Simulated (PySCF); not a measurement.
C4H2BrF, SMILES C#C/C=C(\F)Br. Coordinates come from a PBE-D3(BJ)/def2-SVP optimisation. The structure was generated by enumeration; whether it is a known compound was not checked.

Question: Give the equilibrium geometry at PBE-D3(BJ)/def2-SVP (PySCF confirms it by a frequency run) as Cartesian coordinates in Å, and its point group. (An estimate is asked for; the answer gives what the named calculation found.)

Answer: point group Cs.
```xyz
8

C     -0.1640    -3.7805     0.0000
C     -0.4013    -2.5770     0.0000
C     -0.7129    -1.1958     0.0000
C      0.2324    -0.2219     0.0000
F      1.5328    -0.4808     0.0000
Br    -0.1658     1.6199     0.0000
H      0.0520    -4.8395     0.0000
H     -1.7677    -0.8793     0.0000
```
Charge 0, spin multiplicity 1.
